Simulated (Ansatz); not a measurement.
Relaxation of CH8OSi3 (13 atoms, charge 0, multiplicity 1), to a largest force component of 0.015 eV/Å in at most 40 steps.

Method: Ansatz, RKS PBE/def2-SVP.

```xyz
13
Properties=species:S:1:pos:R:3
Si -1.151 -1.474 -0.627
C -0.220 -0.778 0.778
Si 1.398 -0.250 0.057
O 1.482 1.032 -0.854
Si 0.770 2.421 -0.586
H -1.484 -0.372 -1.659
H -0.474 -2.566 -1.286
H -2.464 -1.920 -0.149
H -0.058 -1.542 1.569
H -0.720 0.057 1.303
H 2.368 -0.015 1.212
H -0.686 2.313 -0.405
H 1.258 3.061 0.661
```

Task: Where does it end, and by what steps?

Result: It converged. After 39 steps the energy has fallen by 2.516 eV; H13 moved furthest, 1.42 Å. Parted: Si5–H13. Joined: Si3–Si5, Si3–H13.

```json
{"step": "0", "energy less start (eV)": "0.0000", "largest force component (eV/Å)": "4.657", "accepted": "yes"}
{"step": "2", "energy less start (eV)": "-1.1318", "largest force component (eV/Å)": "0.872", "accepted": "yes"}
{"step": "4", "energy less start (eV)": "-1.5378", "largest force component (eV/Å)": "1.311", "accepted": "yes"}
{"step": "6", "energy less start (eV)": "-1.9934", "largest force component (eV/Å)": "1.186", "accepted": "yes"}
{"step": "8", "energy less start (eV)": "-2.1310", "largest force component (eV/Å)": "1.471", "accepted": "yes"}
{"step": "10", "energy less start (eV)": "-2.4120", "largest force component (eV/Å)": "0.808", "accepted": "yes"}
{"step": "12", "energy less start (eV)": "-2.4694", "largest force component (eV/Å)": "0.624", "accepted": "no"}
{"step": "14", "energy less start (eV)": "-2.5046", "largest force component (eV/Å)": "0.113", "accepted": "yes"}
{"step": "16", "energy less start (eV)": "-2.5069", "largest force component (eV/Å)": "0.031", "accepted": "yes"}
{"step": "18", "energy less start (eV)": "-2.5081", "largest force component (eV/Å)": "0.040", "accepted": "yes"}
{"step": "20", "energy less start (eV)": "-2.5086", "largest force component (eV/Å)": "0.036", "accepted": "yes"}
{"step": "22", "energy less start (eV)": "-2.5091", "largest force component (eV/Å)": "0.034", "accepted": "yes"}
{"step": "24", "energy less start (eV)": "-2.5095", "largest force component (eV/Å)": "0.020", "accepted": "yes"}
{"step": "26", "energy less start (eV)": "-2.5098", "largest force component (eV/Å)": "0.034", "accepted": "yes"}
{"step": "28", "energy less start (eV)": "-2.5101", "largest force component (eV/Å)": "0.065", "accepted": "yes"}
{"step": "30", "energy less start (eV)": "-2.5114", "largest force component (eV/Å)": "0.092", "accepted": "yes"}
{"step": "32", "energy less start (eV)": "-2.5121", "largest force component (eV/Å)": "0.113", "accepted": "yes"}
{"step": "34", "energy less start (eV)": "-2.5131", "largest force component (eV/Å)": "0.139", "accepted": "yes"}
{"step": "36", "energy less start (eV)": "-2.5147", "largest force component (eV/Å)": "0.136", "accepted": "yes"}
{"step": "38", "energy less start (eV)": "-2.5160", "largest force component (eV/Å)": "0.040", "accepted": "yes"}
{"step": "39", "energy less start (eV)": "-2.5165", "largest force component (eV/Å)": "0.013", "accepted": "yes"}
```

```xyz
13
Properties=species:S:1:pos:R:3
Si -1.080 -1.661 -0.559
C -0.437 -0.425 0.741
Si 1.143 0.439 0.245
O 1.100 1.212 -1.244
Si 1.106 2.856 -0.599
H -1.596 -0.928 -1.764
H 0.030 -2.586 -0.984
H -2.191 -2.485 0.036
H -0.264 -0.964 1.698
H -1.224 0.338 0.921
H 2.365 -0.412 0.417
H -0.351 2.856 -0.013
H 1.420 1.724 1.120
```

Run time: 2.1 min on 2 threads of Arm Neoverse V1, on a shared host, peak memory 0.17 GiB.
